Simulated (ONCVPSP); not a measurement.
# Zn (Z = 30): excitation energies, all-electron against ONCV

Zn, optimised norm-conserving Vanderbilt (ONCV), made with ONCVPSP 4.0.1 (LDA (Perdew-Wang 92), scalar-relativistic). Core [Ne] 3s2, reference 3p6 3d10 4s1.5 4p0.5. Waves: 4s: rc 2.10 bohr, ncon 4, nbas 8, qcut 3.3 1/bohr, 1 projector; 3p+4p: rc 1.00 bohr, ncon 5, nbas 9, qcut 15.8 1/bohr, 2 projectors; 3d: rc 0.85 bohr, ncon 4, nbas 8, qcut 17.9 1/bohr, 3 projectors, debl 1.6 Ha. Local part: polynomial inside 0.55 bohr (lpopt 5, dvloc0 0 Ha). Core correction: Teter function fitted to the true core (icmod 2), fcfact 0.15.

Energies are relative to the spin-unpolarised reference configuration 3p6 3d10 4s1.5 4p0.5; without spin polarisation the order of configurations can differ from experiment.

```csv
valence configuration,charge,ΔE all-electron (eV),error AE − PS (meV)
3p6 3d10 4s2 4p0,0,-2.540,-0.8
3p6 3d10 4s0 4p0,+2,26.407,-29
```

**Question.** What are ΔE and the potential's error for 3p6 3d9 4s2 4p0?

**Answer.** ΔE = 15.669 eV all-electron; the error (AE − PS) is -11 meV.

**Question.** What are ΔE and the potential's error for 3p6 3d10 4s1 4p0?

**Answer.** ΔE = 7.644 eV all-electron; the error (AE − PS) is -0.9 meV.

Note: ghosts flagged at negative energy: s at -515.2 eV; GHOST(+) flagged for d at 446.4 eV. A true bound ghost makes a file unfit for plane-wave use.
